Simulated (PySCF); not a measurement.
Lowest triplet excitation (TDA) (eV) of eight silicon and germanium compounds: TDA-PBE beside TDA-B3LYP, computed with PySCF for isolated molecules in the bases named; differences from unrounded values. The eight are the first of their class met in an unordered collection, after screening for sound electronic states; none was chosen by its value. Each molecule has one DFT geometry for both levels.

| molecule | basis | TDA-B3LYP | TDA-PBE | difference |
|---|---|---|---|---|
| dichloro(silylmethyl)silane (CH6Cl2Si2), SMILES [SiH](Cl)(C[SiH3])Cl | def2-SVPD | 7.02 | 6.51 | -0.51 |
| 3-chloro-1H-silole (C4H5ClSi), SMILES ClC1=C[SiH2]C=C1 | def2-SVPD | 2.66 | 2.65 | -0.01 |
| GeH7NSi2, SMILES [NH]1[SiH2][SiH2][GeH2]1 | def2-SVPD | 4.83 | … | … |
| C₂H₉ClOSi₂, SMILES OCC[Si@H]([SiH3])Cl | def2-SVPD | 5.65 | 5.26 | -0.39 |
| CH5F3Si2, SMILES C[Si@H](F)[SiH](F)F | def2-SVPD | 5.46 | 5.03 | -0.44 |
| C₂H₉NOSi, SMILES CO[Si@H](C)N | def2-SVPD | 6.07 | 5.62 | -0.45 |
| C3H10OSi2, SMILES C=C[C@H]([SiH3])[SiH2]O | def2-SVPD | 4.04 | … | … |
| CH10O2Si3, SMILES C[Si@@H](O)[Si@H](O)[SiH3] | def2-SVPD | 4.46 | … | … |

Q: Complete the blanks. (The exact figures need the calculation; the answer reports its results.)

A: 
- GeH7NSi2, SMILES [NH]1[SiH2][SiH2][GeH2]1, TDA-PBE: 4.35
- GeH7NSi2, SMILES [NH]1[SiH2][SiH2][GeH2]1, difference: -0.48
- CH10O2Si3, SMILES C[Si@@H](O)[Si@H](O)[SiH3], TDA-PBE: 4.03
- CH10O2Si3, SMILES C[Si@@H](O)[Si@H](O)[SiH3], difference: -0.42
- C3H10OSi2, SMILES C=C[C@H]([SiH3])[SiH2]O, TDA-PBE: 4.02
- C3H10OSi2, SMILES C=C[C@H]([SiH3])[SiH2]O, difference: -0.02

TDA-PBE lies below TDA-B3LYP in 8 and above it in 0 of the eight; the mean signed difference is -0.34 and the largest -0.51 eV.
